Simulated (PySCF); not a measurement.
C₃H₄F₂O₂, SMILES FC1(F)COCO1. Atoms are numbered in the order given.

```xyz
11

F     -1.3761     0.7274    -0.8375
C     -0.5093     0.3398     0.1118
F     -0.9894     0.8173     1.2751
C     -0.3079    -1.1778     0.1611
O      0.9184    -1.3551    -0.4912
C      1.6495    -0.2169    -0.1831
O      0.7229     0.8517    -0.1556
H     -1.1005    -1.7210    -0.3679
H     -0.2717    -1.4945     1.2206
H      2.3984    -0.0305    -0.9650
H      2.1394    -0.2993     0.8095
```
Charge 0, spin multiplicity 1.

The structure is a stationary point at PBE0-D3(BJ)/def2-SVP. Other conformers were not sampled.

All values below come from HF/pcSseg-1 in PySCF.

GIAO shieldings, no solvent; atoms listed in one row are averaged. δ = σ(ref) − σ: ¹⁹F against CFCl3 (σ = 238.5 ppm); ¹³C against TMS (σ = 192.6 ppm); ¹⁷O against H2O (σ = 333.0 ppm); ¹H against TMS (σ = 31.99 ppm), references at their B3LYP-D3(BJ)/def2-TZVP geometries, non-relativistic.

```
nucleus  atoms  count  δ (ppm)
-------  -----  -----  -------
¹⁹F         F1      1    -66.9
¹⁹F         F3      1    -74.1
¹³C         C2      1    117.1
¹³C         C6      1     88.8
¹³C         C4      1     67.9
¹⁷O         O7      1    113.2
¹⁷O         O5      1     38.5
¹H         H10      1     5.50
¹H         H11      1     4.99
¹H          H8      1     4.35
¹H          H9      1     3.78
```
